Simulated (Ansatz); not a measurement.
Cartesian coordinates in Å:
```
C 0.0300 -0.5562 1.4532
C 0.7096 -0.4823 0.0979
C 1.2484 0.9078 -0.1880
O -0.1399 -0.9311 -0.9324
In -1.8302 -0.0416 -1.4010
F -2.5576 -1.0989 -2.8653
H -0.3638 -1.5596 1.6262
H 0.7219 -0.3122 2.2634
H -0.8014 0.1585 1.5063
H 1.5567 -1.1828 0.1019
H 1.9900 1.2117 0.5551
H 1.7155 0.9385 -1.1743
H 0.4378 1.6474 -0.1628
H -2.7169 1.3008 -0.8802
```

Total charge 0; spin multiplicity 1. In takes the def2 core potential.

Q: List the PBE/def2-TZVPP orbital energies in eV (Ansatz 0.2.0). (An estimate is asked.)

A: Ansatz gave: Occupied: -658.02, -510.02, -270.42, -268.90, -268.90, -122.33, -80.12, -79.81, -79.78, -27.06, -24.76, -19.65, -19.20, -19.18, -19.16, -19.04, -18.54, -17.28, -14.36, -11.77, -11.47, -10.69, -10.51, -9.73, -9.42, -8.84, -8.77, -8.45, -8.11, -7.86, -6.60, -6.38. Lowest empty: -2.11, -2.01, -0.43, 0.73, 0.87, 1.28, 1.76, 1.99.
